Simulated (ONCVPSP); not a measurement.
# Plane-wave convergence, ONCV potential for Te (Z = 52)

ONCVPSP 4.0.1 input, shortened (lines: element, Z, core and valence counts, functional; n l f; lmax; l rc ep ncon nbas qcut; lloc lpopt rc5 dvloc0; l nproj debl; icmod fcfact rcfact), PBEsol, scalar-relativistic:

```
  Te 52.00    6    5  -116133      upf
    1    0    2.00
    2    0    2.00
    2    1    6.00
    3    0    2.00
    3    1    6.00
    3    2   10.00
    4    0    2.00
    4    1    6.00
    4    2   10.00
    5    0    1.00
    5    1    5.00
    2
    0    1.00    0.00    4    7   10.80
    1    1.15    0.00    4    8   13.00
    2    1.35    0.00    4    9   14.00
    4    5    0.75    3.00
    0    2    0.70
    1    2    2.80
    2    2    0.70
    1    0.65    0.00
```

In the d channel the program set the typed energies aside and used -1.578, 0.250 Ha.

Question: For each optimised wave give the share of its norm inside rc, the residual kinetic energy above qcut (Ha) and the cutoffs (Ha) for errors of 10, 1, 0.1 and 0.01 mHa per electron.

Answer:

```csv
wave,norm inside rc,residual KE,10 mHa,1 mHa,0.1 mHa,0.01 mHa
4s,0.833,1.6e-04,43.0,51.6,70.9,127.8
5s,0.056,8.7e-05,38.3,49.0,58.0,97.0
4p,0.875,2.8e-07,41.1,55.9,66.2,74.0
5p,0.040,2.1e-07,17.9,47.2,61.6,71.9
4d,0.849,4.4e-09,43.1,54.9,65.2,74.2
d projector 2,0.035,2.3e-10,30.5,43.8,55.7,66.2
```

The occupied waves need 56 Ha and 71 Ha for 1 and 0.1 mHa.
